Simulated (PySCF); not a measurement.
29Si chemical shifts

How the numbers were obtained: structure optimised with GFN2-xTB, shielding tensors at PBE0/pcSseg-1 (GIAO), in PySCF 2.14 (one computed conformer, gas phase, non-relativistic, averaged over atoms made equivalent by symmetry, fast rotation or ring inversion).

Shieldings were converted by a linear fit to measured shifts: 29Si (scatter 8.9 ppm rms, 25.8 ppm with the 6 outliers that the fit left out vs TMS, solution or neat liquid). A few per cent of atoms miss by over 2 rms, more outside the fitted compound classes.

Question: Give the 29Si shifts of `CC1=CC=C[Si@H]1N([SiH3])[SiH3]`, `CC1=C[Si@H](N([SiH3])[SiH3])C=C1`, `[SiH3]O[SiH2]c1ccccc1`.

Answer: 
```tsv
compound	environment	δ (ppm)
[CH3:1][C:2]1=[CH:3][CH:4]=[CH:5][Si@H:6]1[N:7]([SiH3:8])[SiH3:9]	Si6: silicon bonded to 2 C, N, H, in a 5-membered ring	-19.4
[CH3:1][C:2]1=[CH:3][CH:4]=[CH:5][Si@H:6]1[N:7]([SiH3:8])[SiH3:9]	Si8/9: silicon bonded to N, 3 H (×2)	-45.1
[CH3:1][C:2]1=[CH:3][Si@H:4]([N:5]([SiH3:6])[SiH3:7])[CH:8]=[CH:9]1	Si4: silicon bonded to 2 C, N, H, in a 5-membered ring	-16.6
[CH3:1][C:2]1=[CH:3][Si@H:4]([N:5]([SiH3:6])[SiH3:7])[CH:8]=[CH:9]1	Si6/7: silicon bonded to N, 3 H (×2)	-45.9
[SiH3:1][O:2][SiH2:3][c:4]1[cH:5][cH:6][cH:7][cH:8][cH:9]1	Si3: silicon bonded to C, O, 2 H	-36.4
[SiH3:1][O:2][SiH2:3][c:4]1[cH:5][cH:6][cH:7][cH:8][cH:9]1	Si1: silicon bonded to O, 3 H	-41.8
```

Question: Order these by 29Si shift, lowest first.
A. [SiH3]c1cscp1
B. CCCNN[SiH3]
C. [SiH3]N([SiH3])[SiH3]

Answer: A (-67.1 ppm, silicon bonded to C, 3 H), B (-55.0 ppm, silicon bonded to N, 3 H), C (-42.3 ppm, silicon bonded to N, 3 H).
